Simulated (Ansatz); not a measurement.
Cost and result for the atomization energy of C2H5AlO2 (10 atoms, 11 bonds).

| atom | x (Å) | y (Å) | z (Å) |
| --- | --- | --- | --- |
| C1 | 1.331 | -0.876 | -0.544 |
| Al2 | 0.286 | 0.686 | -0.059 |
| O3 | -1.575 | 0.540 | -0.544 |
| C4 | -1.810 | 0.390 | 0.686 |
| O5 | -0.834 | 0.404 | 1.485 |
| H6 | 0.768 | -1.805 | -0.420 |
| H7 | 2.235 | -0.953 | 0.069 |
| H8 | 1.659 | -0.826 | -1.587 |
| H9 | 0.771 | 2.188 | -0.136 |
| H10 | -2.833 | 0.253 | 1.051 |

Charge 0, multiplicity 1. The bonds changed during the relaxation, so this is another structure than the one it started from. The geometry is a stationary point of PBE0-D4/def2-TZVP. It is one conformer, not always the lowest. Program: Ansatz. All runs use 4 threads of an Arm Neoverse V2 on a shared host. Times are those of one run each, without the atoms' runs, and a repeat can differ threefold. Electronic energies, without spin–orbit coupling; frozen cores. CCSD(T)/CBS adds CCSD(T) − MP2 in def2-TZVPP to the MP2 limit, and its time is that of the two runs behind it. T1 = 0.015. B3LYP takes the VWN-RPA correlation (the form of Gaussian; ORCA's B3LYP/G).

CCSD(T)/CBS is a level of theory with its own doubt, some kJ/mol a heavy atom from the limit and from the frozen cores, so smaller differences don't rank the functionals.

```json
{"level": "PBE-D4/def2-TZVPP (with forces)", "functions": "236", "wall time": "1.9 s"}
{"level": "PBE0-D4/def2-TZVPP", "functions": "236", "wall time": "2.3 s"}
{"level": "B3LYP-D4/def2-TZVPP (with forces)", "functions": "236", "wall time": "3.6 s"}
{"level": "r2SCAN-D4/def2-TZVPP (with forces)", "functions": "236", "wall time": "3.7 s"}
{"level": "B2PLYP/def2-TZVPP", "functions": "236", "wall time": "4.1 s"}
{"level": "ωB97X-V/def2-TZVPP", "functions": "236", "wall time": "6 s"}
{"level": "ωB97M-V/def2-TZVPP (with forces)", "functions": "236", "wall time": "9 s"}
{"level": "MP2/def2-QZVPP", "functions": "448", "wall time": "16 s"}
{"level": "CCSD(T)/def2-TZVPP", "functions": "236", "wall time": "96 s"}
{"level": "CCSD(T)/CBS(def2)", "functions": "–", "wall time": "110 s"}
```

Question: What atomization energy does each give, and how far from CCSD(T)/CBS? (Estimate.)

Answer: Computed: 
```csv
level,atomization (kJ/mol),difference from CCSD(T)/CBS,per bond
PBE-D4/def2-TZVPP (with forces),4088.2,85.0,7.7
PBE0-D4/def2-TZVPP,3992.6,-10.6,-1.0
B3LYP-D4/def2-TZVPP (with forces),3984.9,-18.3,-1.7
r2SCAN-D4/def2-TZVPP (with forces),4025.4,22.2,2.0
B2PLYP/def2-TZVPP,3959.9,-43.3,-3.9
ωB97X-V/def2-TZVPP,4009.9,6.7,0.6
ωB97M-V/def2-TZVPP (with forces),4013.2,10.0,0.9
MP2/def2-QZVPP,4059.6,56.4,5.1
CCSD(T)/def2-TZVPP,3898.8,-104.4,-9.5
CCSD(T)/CBS(def2),4003.2,0.0,0.0
```

In def2-TZVPP, CCSD(T) changes the Hartree–Fock value by +1016.2 kJ/mol (the triples alone add +68.2 kJ/mol) and MP2 by +1114.7 kJ/mol; breaking electron pairs costs correlation energy, which Hartree–Fock lacks. From PBE to PBE0 (25 % exact exchange), in def2-TZVPP and without D4, the atomization energy moves by −92.8 kJ/mol: exact exchange takes away binding that semilocal exchange gives to molecules. The D4 term adds +28.1 kJ/mol with B3LYP and +14.8 kJ/mol with PBE0; it sums over pairs of atoms, weighted by their polarisabilities, and B3LYP, whose exchange is more repulsive, gets the larger term.
